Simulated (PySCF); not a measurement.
Match each property card to its molecule.

Structures:
1. `C(/CC=C)=C/C#CC`
2. `O=C(O)c1ccccc1F`
3. `COC(C)(C)CCl`
4. `C=COC(=O)CC`

Card P (geometry GFN2-xTB):
* Rotational constants A, B, C: 2.317, 1.225, 0.801 GHz
* Static isotropic polarisability (B3LYP/def2-SVPD): 88.5 au
* HOMO energy (B3LYP/def2-SVPD): -7.45 eV
* Strongest line among the 8 lowest singlet transitions (TDDFT B3LYP/def2-SVPD): S6 at 6.70 eV (185 nm, f = 0.389)
* Dipole moment (B3LYP/def2-SVPD): 2.08 D
* Lowest singlet excitation (TDDFT B3LYP/def2-SVPD): 4.84 eV (256 nm, f = 0.040)
* Point group: Cs

Card Q (geometry GFN2-xTB):
- Rotational constants A, B, C: 8.899, 1.345, 1.185 GHz
- Static isotropic polarisability (B3LYP/def2-SVPD): 71.1 au
- Strongest line among the 8 lowest singlet transitions (TDDFT B3LYP/def2-SVPD): S2 at 6.10 eV (203 nm, f = 0.315)
- HOMO energy (B3LYP/def2-SVPD): -7.25 eV
- Isotropic shieldings of nuclei other than C and H, by class (GIAO PBE0/pcSseg-1): -95 (1 O), 76 (1 O) ppm
- 13C chemical shifts (computed TMS as zero) by class (GIAO PBE0/pcSseg-1): 176.8 (1 C), 149.3 (1 C), 100.8 (1 C), 30.8 (1 C), 10.4 (1 C) ppm

Card R (geometry GFN2-xTB):
* Rotational constants A, B, C: 3.474, 1.319, 1.224 GHz
* Static isotropic polarisability (B3LYP/def2-SVPD): 80.6 au
* Lowest singlet excitation (TDDFT B3LYP/def2-SVPD): 6.58 eV (188 nm, f = 0.003)
* Lowest triplet excitation (Tamm–Dancoff) (TDA B3LYP/def2-SVPD): 6.28 eV
* Point group: C1
* Strongest line among the 8 lowest singlet transitions (TDDFT B3LYP/def2-SVPD): S2 at 6.90 eV (180 nm, f = 0.018)

Card S (geometry GFN2-xTB):
* Rotational constants A, B, C: 4.400, 0.844, 0.740 GHz
* Static isotropic polarisability (B3LYP/def2-SVPD): 104.1 au
* Lowest singlet excitation (TDDFT B3LYP/def2-SVPD): 5.10 eV (243 nm, f = 0.033)
* Dipole moment (B3LYP/def2-SVPD): 0.74 D
* Point group: C1
* Strongest line among the 8 lowest singlet transitions (TDDFT B3LYP/def2-SVPD): S2 at 5.17 eV (240 nm, f = 0.389)

Species are written as SMILES; each is one conformer at its optimised geometry, gas phase, non-relativistic unless stated; the electronic structure was computed with PySCF and density fitting. NMR classes are plain means over equivalent atoms (diastereotopic ones count apart unless rotation or inversion swaps them), as if these changed places fast.

Which card belongs to which structure?

P = 2, Q = 4, R = 3, S = 1. What ties each card to its structure:
- 1 (card S), C8H10, monoisotopic mass 106.1 u, 8 heavy atoms: an asymmetric top with C = 0.740 GHz, the lowest such constant on the cards; polarisability 104.1 au for 58 electrons, the largest shown; dipole 0.74 D.
- 2 (card P), C7H5FO2, monoisotopic mass 140.0 u, 10 heavy atoms: an asymmetric top with C = 0.801 GHz; polarisability 88.5 au for 72 electrons; dipole 2.08 D.
- 3 (card R), C5H11ClO, monoisotopic mass 122.0 u, 7 heavy atoms: an asymmetric top with C = 1.224 GHz, the highest such constant on the cards; polarisability 80.6 au for 66 electrons.
- 4 (card Q), C5H8O2, monoisotopic mass 100.1 u, 7 heavy atoms: 5 C in 5 classes; the least shielded carbon (176.8 ppm) is an ester carbonyl carbon; an asymmetric top with C = 1.185 GHz; polarisability 71.1 au for 54 electrons, the smallest shown.
